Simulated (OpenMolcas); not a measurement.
An OpenMolcas run meant for S II (ANO-R1, X2C; inactive shells 1s 2s 2p; intended active space 5 electrons in 4 orbitals (3s 3p)). One step of its input:

```
&CASPT2
Multistate=1 1
Frozen=1 0
IPEA=0.25
Imaginary=0.1
MaxIter=60
WThr=0.0 0.3 0.05
PrWF=0.5
NoMix
Shift=0.2
Sig2=0.3
```

Lines from the output:

```
|
   -----------------------------------------------------------------------------------------
++ ---------   Input file   ---------
>>> COPY JOB001 $Project.JobIph
&CASPT2
Multistate=1 1
Frozen=1 0
IPEA=0.25
Imaginary=0.1
MaxIter=60
WThr=0.0 0.3 0.05
PrWF=0.5
NoMix
Shift=0.2
Sig2=0.3
-- ----------------------------------
>>> COPY JOB001 a.JobIph
*** symbolic link created: INPORB -> a.RasOrb
--- Start Module: caspt2 at  ---
()()()()()()()()()()()()()()()()()()()()()()()()()()()()()()()()()()()()()()()()()()()()()()()()()()
                                              &CASPT2
                                   only a single process is used
                       available to each process: 2.3 GB of memory, 1 thread
()()()()()()()()()()()()()()()()()()()()()()()()()()()()()()()()()()()()()()()()()()()()()()()()()()
 ###    ERROR: More than one intruder-state removal technique                ###
 ###    active: SHIFt/IMAGinary/SIG1/SIG2 are mutually exclusive!            ###
--- Stop Module: caspt2 at  /rc=_RC_INPUT_ERROR_ ---
.####################.
.# User input error #.
.####################.
```

Q: What is wrong with the input?

A: More than one intruder-state remedy is switched on.
